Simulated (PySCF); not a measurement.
**How methods differ on the ionisation energy of Ti**

Ti [Ar] 3d2 4s2 (3F) → Ti⁺ [Ar] 3d2 4s1 (4F), as a difference of total energies. All numbers are calculated (PySCF 2.14, scalar relativity by spin-free X2C-1e, in cc-pVTZ-DK (7s6p4d2f1g, 68 functions)). Correlated levels: valence: [Ar] frozen. The calculations carry no spin-orbit coupling.

| method | ionisation energy (eV) |
| --- | --- |
| UHF | 5.557 |
| M06-2X | 7.171 |
| MN15 | 7.002 |
| MP2 (valence) | 6.346 |
| SCS-MP2 (valence) | 6.515 |

Q: How much does correlation contribute at MP2 (valence)?

A: 6.346 − (5.557) = 0.789 eV, measured against UHF.

Errors of the correlated levels include the incompleteness of this basis and the frozen core.

MP2 underrates the near-degeneracy of ns² with np² in the lower species.

For comparison: 6.828 eV (measured; NIST levels, between the centres of gravity of the two terms).
